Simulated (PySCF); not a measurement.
Structure with atom numbers: `[CH3:1][CH2:2][c:3]1[n:4][n:5][c:6]([C:7]([CH3:8])=[O:9])[s:10]1`; H(Xn) means a hydrogen on atom n.

Geometry: PBE0-D3(BJ)/def2-SVP; GIAO shifts from PySCF 2.14, gas phase, non-relativistic, averaged over equivalent atoms.

At B97-2/pcSseg-1 (217 basis functions, 53 s wall time on 1 thread of an Intel Xeon Platinum 8259CL, shared host):
```json
{"atoms": "C7", "δ (ppm)": "190.5"}
{"atoms": "C3", "δ (ppm)": "178.8"}
{"atoms": "C6", "δ (ppm)": "171.1"}
{"atoms": "C8", "δ (ppm)": "28.7"}
{"atoms": "C2", "δ (ppm)": "28.2"}
{"atoms": "C1", "δ (ppm)": "19.0"}
{"atoms": "N5", "δ (ppm)": "423.9"}
{"atoms": "N4", "δ (ppm)": "404.7"}
{"atoms": "O9", "δ (ppm)": "650.3"}
{"atoms": "S10", "δ (ppm)": "273.4"}
{"atoms": "H(C2)", "δ (ppm)": "3.08"}
{"atoms": "H(C8)", "δ (ppm)": "2.75"}
{"atoms": "H(C1)", "δ (ppm)": "1.37"}
```

Shifts are taken against calculated references (same method and geometry level): ¹³C (σref 183.69) and ¹H (σref 31.38) vs TMS; ¹⁵N (σref 262.91) vs NH3; H2O for ¹⁷O (σref 331.62); CS2 for ³³S (σref 499.83).

What do these become at PBE0/pcSseg-1?

Answers


| atoms | δ at PBE0/pcSseg-1 | change |
| --- | --- | --- |
| C7 | 194.4 | +3.9 |
| C3 | 182.0 | +3.2 |
| C6 | 174.2 | +3.1 |
| C8 | 29.0 | +0.3 |
| C2 | 27.9 | -0.3 |
| C1 | 18.6 | -0.4 |
| N5 | 434.2 | +10.3 |
| N4 | 414.4 | +9.7 |
| O9 | 670.9 | +20.6 |
| S10 | 275.3 | +1.9 |
| H(C2) | 3.09 | +0.01 |
| H(C8) | 2.76 | +0.01 |
| H(C1) | 1.36 | -0.01 |

Shifts are taken against calculated references (same method and geometry level): TMS for ¹³C (184.41 ppm), ¹H (31.27 ppm); NH3 for ¹⁵N (265.67 ppm); ¹⁷O (334.56 ppm) vs H2O; ³³S (495.66 ppm) vs CS2.

The largest change is at O9 (ketone oxygen). Cost: 217 basis functions, 57 s wall time on 1 thread of an Intel Xeon Platinum 8259CL, shared host. The order of the carbon signals is the same at both levels.

Unscaled 17O shifts of doubly bonded oxygen tend to come out too high, by tens of ppm or more. Experimental scales use liquid or dissolved standards, which lie at an offset from isolated NH3 (liquid NH3: subtract about 20 ppm) and H2O (liquid H2O: subtract about 36 ppm). Unscaled 15N shifts of sp2 nitrogen come out 20 to 40 ppm too high even then.
